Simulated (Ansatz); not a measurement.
Species: sum formula H7Si2NO6, charge 0, multiplicity 1. 
Geometry from a B3LYP-D3(BJ)/def2-TZVP (Ansatz, a first-principles code) optimisation:
```xyz
16

O      2.1665     1.7767    -1.0523
Si     1.1830     0.9264    -0.0649
O      0.0879     1.8884     0.7291
O      2.1942     0.2195     1.0079
N      0.1711    -0.1658    -0.9064
Si    -1.1317    -0.9693    -0.1303
O     -1.8610    -2.0646    -1.1007
O     -2.2621     0.1033     0.3706
O     -0.4443    -1.7684     1.1377
H      1.7562     2.4367    -1.6160
H      0.4084     2.3108     1.5310
H      1.8521    -0.5997     1.3835
H      0.5602    -0.6171    -1.7216
H     -2.6167    -1.7544    -1.6062
H     -1.8901     0.9605     0.6185
H     -1.0361    -2.2136     1.7505
```
Charge 0, spin multiplicity 1.

Basis-set convergence of Hartree-Fock and MP2 correlation energies (hartree) with Ansatz. Cores are frozen in the correlated levels unless marked. No spin-orbit coupling. No relativistic terms.

```tsv
basis	functions	E(HF)	E(corr, MP2)
cc-pV(D+d)Z	179	-1086.00348	-1.47036
cc-pV(T+d)Z	386	…	…
```

Q: Fill in the missing entries.

A: 
- cc-pV(T+d)Z, E(HF): -1086.24911
- cc-pV(T+d)Z, E(corr, MP2): -1.88220
